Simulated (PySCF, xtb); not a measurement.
BiCl₂, SMILES [Cl][Bi][Cl], multiplicity 2.

Harmonic wavenumbers (cm⁻¹) from GFN2-xTB run with xtb at its own minimum, in rising order: 90, 286, 311.

Task: What does PySCF with B3LYP-D3(BJ)/def2-TZVP give at its own minimum? (The exact figures need the calculation; the answer reports its results.)

Result: 102, 315, 333. Paired by order, the mean absolute difference is 21 cm⁻¹ and the zero-point energies are 1.0 and 1.1 kcal/mol.
